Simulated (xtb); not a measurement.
C2H9AlN (SMILES [CH3][Al]([CH3])<-[NH3]), doublet, at a GFN2-xTB geometry (such geometries of metal compounds can be far from the true shape) (the spin is typed, not shown lowest); GFN1-xTB with ALPB(ch2cl2) in xtb.

xtb was given this input:
```
$ xtb mol.xyz --gfn 1 --uhf 1 --alpb ch2cl2 --json

# file mol.xyz
13

Al     0.45612501     0.14400214     0.58553422
C      1.18040402     1.02448517    -1.10446545
H      2.00314753     0.45334385    -1.55194589
H      1.59408064     2.01416057    -0.88401319
H      0.44282261     1.18205973    -1.90181117
C     -1.48074391     0.53159024     1.08975994
H     -1.92499362    -0.27422218     1.68696724
H     -2.15887810     0.70017555     0.24339754
H     -1.55151213     1.43153730     1.70965678
N     -0.21172714    -1.59855754    -0.61587026
H     -0.84351527    -1.16649869    -1.28504584
H     -0.73313935    -2.29622058    -0.09560394
H      0.52649194    -2.06291305    -1.13422149
```

Task: What does xtb print? Leave out banner, timings and long lists.

Result: 
```
   ID    Z sym.   atoms
    1   13 Al     1
    2    6 C      2, 6
    3    1 H      3-5, 7-9, 11-13
    4    7 N      10

           -------------------------------------------------
          |                Calculation Setup                |
           -------------------------------------------------

           -------------------------------------------------
          |                 G F N 1 - x T B                 |
           -------------------------------------------------

      * Solvation model:               ALPB
        Solvent                        ch2cl2
        Parameter file                 internal GFN1-xTB/ALPB
        Dielectric constant                8.9300E+00
        Reference state                gsolv [1 M gas/solution]
        Free energy shift                  3.3401E-03 Eh       2.0960E+00 kcal/mol
        Temperature                        2.9815E+02 K
        Density                            1.3300E+00 kg/L
        Solvent mass                       8.4930E+01 g/mol
        Interaction kernel             P16
        Born radius scaling (c1)           1.6568E+00
        Born radii integrator          GBOBC
        Born offset                        0.0000E+00 a0       0.0000E+00 AA
        H-bond correction              false
        Ion screening                  false
        Surface tension                    1.0000E-05 Eh       1.5569E+01 dyn/cm
        Grid points                               230 per atom

          ...................................................
          :                      SETUP                      :
          :.................................................:
          :  # basis functions                  40          :
          :  # atomic orbitals                  39          :
          :  # shells                           27          :
          :  # electrons                        25          :
          :  # halogen bonds                     0          :
          :  max. iterations                   250          :
          :  Hamiltonian                  GFN1-xTB          :
          :  restarted?                      false          :
          :  GBSA solvation                   true          :
          :  PC potential                    false          :
          :  electronic temp.          300.0000000     K    :
          :  accuracy                    1.0000000          :
          :  -> integral cutoff          0.2500000E+02      :
[...]
         :: total energy             -13.532929014469 Eh    ::
[...]

  Mulliken/CM5 charges         n(s)   n(p)   n(d)
     1Al    0.13422  0.05876   1.648  0.974  0.243
     2C    -0.26676 -0.38267   1.032  3.235  0.000
     3H     0.02496  0.07801   0.975  0.000  0.000
     4H     0.02681  0.07958   0.973  0.000  0.000
     5H     0.03371  0.08637   0.966  0.000  0.000
     6C    -0.26676 -0.38267   1.032  3.235  0.000
     7H     0.02496  0.07801   0.975  0.000  0.000
     8H     0.03371  0.08637   0.966  0.000  0.000
     9H     0.02681  0.07958   0.973  0.000  0.000
    10N    -0.45397 -1.02164   1.446  4.008  0.000
    11H     0.23171  0.41871   0.768  0.000  0.000
    12H     0.22530  0.41079   0.775  0.000  0.000
    13H     0.22530  0.41079   0.775  0.000  0.000

Wiberg/Mayer (AO) data.
largest (>0.10) Wiberg bond orders for each atom

 ---------------------------------------------------------------------------
     #   Z sym  total        # sym  WBO       # sym  WBO       # sym  WBO
 ---------------------------------------------------------------------------
     1  13 Al   2.363 --     6 C    0.826     2 C    0.826    10 N    0.372
     2   6 C    3.801 --     3 H    0.942     4 H    0.942     5 H    0.933
                             1 Al   0.826     6 C    0.130
     3   1 H    1.002 --     2 C    0.942
     4   1 H    1.002 --     2 C    0.942
     5   1 H    0.998 --     2 C    0.933
     6   6 C    3.801 --     7 H    0.942     9 H    0.942     8 H    0.933
                             1 Al   0.826     2 C    0.130
     7   1 H    1.002 --     6 C    0.942
     8   1 H    0.998 --     6 C    0.933
     9   1 H    1.002 --     6 C    0.942
    10   7 N    3.197 --    12 H    0.935    13 H    0.935    11 H    0.926
                             1 Al   0.372
    11   1 H    0.950 --    10 N    0.926
    12   1 H    0.953 --    10 N    0.935
    13   1 H    0.953 --    10 N    0.935
 ---------------------------------------------------------------------------

Topologies differ in total number of bonds
Writing topology from bond orders to xtbtopo.mol

 dipole moment from electron density (au)
     X       Y       Z
  -0.3319  -1.7025  -0.7849  total (Debye):    4.839

           -------------------------------------------------
          | TOTAL ENERGY              -13.532929014469 Eh   |
          | GRADIENT NORM               0.043978116339 Eh/α |
          | HOMO-LUMO GAP               4.040872499408 eV   |
           -------------------------------------------------

normal termination of xtb
```
